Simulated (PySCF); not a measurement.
## Worked example: oscillator strength and radiative lifetime

1-silylprop-2-en-1-one (C3H6OSi), SMILES C=CC(=O)[SiH3].

Geometry optimised at ωB97X-D3(BJ)/def2-SVP. One conformer was computed; it need not be the lowest.

TDA-PBE/def2-SVPD in PySCF puts the first singlet state with f over 0.02 at 5.47 eV (vertical), with the transition dipole (0.141, -1.215, 0.000) in atomic units.

### Question
Find the oscillator strength, the wavelength and the radiative lifetime that this transition would have in vacuum if emission retraced absorption.

### Answer

|μ|² = 1.4961 au, so |μ| = 3.11 D. ΔE = 5.47/27.211 = 0.2010 hartree. f = (2/3) ΔE |μ|² = 0.200 (the program prints 0.201).
λ = 1239.84/5.47 = 227 nm; ν = 44119 cm⁻¹.
Einstein's coefficient A = 0.6670 ν² f s⁻¹ (ν in cm⁻¹) = 2.6e8 s⁻¹, so τ = 1/A = 3.8 ns. This state is S4; the lower singlets have f = 0.001, 0.004, 0.016. The figure is the radiative limit of this one transition; relaxation, internal conversion, crossing to triplets and a medium change what is measured.
